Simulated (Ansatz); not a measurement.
Reaction: H4BSiO (SMILES [O]B[SiH3], doublet) → H4BSiO (SMILES [BH]O[SiH3], doublet)
Each species at its own B3LYP-D3(BJ)/def2-TZVP minimum (Ansatz, an electronic-structure program).

Property: isomerisation energy (electronic), in kcal/mol. Open shells are spin-unrestricted; no spin-orbit coupling. CBS(X,Y): correlation extrapolated as X^-3, Hartree-Fock from the larger set. A bracket is a step between two methods taken in the basis named. The functionals are non-relativistic, so their misses hold any scalar relativity. Double hybrids freeze cores in their MP2 part. '+ core + X2C': CCSD(T) terms for core correlation (cc-pwCVTZ, 1s frozen past Ne) and scalar relativity (cc-pVTZ-DK). The UHF reference of H4BOSi ([O]B[SiH3], doublet) is spin-contaminated (<S^2> up to 0.04 over the pure value in the sets run).

CCSD(T)/CBS(cc-pV(T+d)Z,cc-pV(Q+d)Z) + [CCSDT(Q) - CCSD(T)]/cc-pV(D+d)Z + core + X2C (Ansatz) gives -11.9 kcal/mol.

Problem. What does PBE/def2-TZVPD (Ansatz) give here, and how do the other levels compare?

Solution. PBE gives -2.0 kcal/mol, 9.9 kcal/mol above it. Differences of the others: r2SCAN/def2-TZVPD (Ansatz) 3.7; B3LYP/def2-TZVPD (Ansatz) 3.5; PBE0/def2-TZVPD (Ansatz) 3.7; B2PLYP/def2-TZVPD (Ansatz) 0.4; CCSD(T)/CBS(cc-pV(T+d)Z,cc-pV(Q+d)Z) + core + X2C (Ansatz) -0.9 kcal/mol.
